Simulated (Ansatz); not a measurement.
Species: KF, charge 0, singlet. KF (SMILES [F][K]).
B3LYP-D3(BJ)/def2-TZVP minimum from Ansatz (a program for electronic structure):
```xyz
2

K      0.0000     0.0000    -0.7078
F      0.0000     0.0000     1.4942
```
Charge 0, spin multiplicity 1.

Total energies in def2-QZVPP, 8 correlated electrons, 10 frozen orbitals. UHF or UKS for unpaired electrons; spin-orbit terms are left out. Correlated methods leave the cores frozen (noble-gas shells, and filled d and f shells in the p block). No relativity.

```csv
method,program,energy (Eh),minus CCSDT(Q) (mEh)
HF,Ansatz,-698.69253,308.24
MP2,Ansatz,-698.99695,3.82
CCSD,Ansatz,-698.99120,9.57
CCSD(T),Ansatz,-699.00051,0.26
CCSDT(Q),Ansatz,-699.00077,0.00
```

Rough core times of Ansatz's runs on a shared machine: CCSD(T) under 20 s, CCSDT(Q) 4 min.
